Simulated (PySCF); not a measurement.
C3H9Si, SMILES [CH2][SiH](C)C, multiplicity 2. Atoms are numbered in the order given.

```xyz
13

C     -0.1407     1.7816     0.3907
Si    -0.0669     0.0856    -0.3690
C     -1.3902    -1.0367     0.3842
C      1.6330    -0.6908    -0.0829
H     -0.3958     2.6882    -0.1695
H      0.0640     1.9533     1.4551
H     -0.3127     0.2154    -1.8388
H     -1.3454    -2.0447    -0.0605
H     -2.4012    -0.6330     0.2170
H     -1.2404    -1.1381     1.4718
H      2.4331    -0.0828    -0.5338
H      1.6805    -1.7007    -0.5228
H      1.8418    -0.7808     0.9960
```
Charge 0, spin multiplicity 2.

The structure is a stationary point at B3LYP-D3(BJ)/def2-SVP. The geometry has at least one imaginary mode, so it is a saddle point at that level. The isomer is the one that the SMILES or the coordinates give; other isomers of the formula were not compared.

All values below come from PBE/def2-TZVP (PySCF).

Gas-phase values at a fixed geometry.

Computed frontier levels, dipole moment and polarisability:
```
Quantity                                                                                                        Result
---------------------------------------------------------------------------------------------  -----------------------
α spin, highest occupied and lowest empty level                                                      -5.32 and 0.42 eV
β spin, highest occupied and lowest empty level                                                     -7.38 and -3.26 eV
dipole moment                                                                                                   0.60 D
quadrupole, principal values (traceless, Buckingham form, about the centre of nuclear charge)   -1.02, -0.37, 1.39 D·Å
mean static polarisability                                                                        66.2 bohr³ (9.81 Å³)
polarisability, principal values                                                                59.7, 67.0, 71.9 bohr³
⟨S²⟩                                                                                           0.754 (pure state 0.75)
```
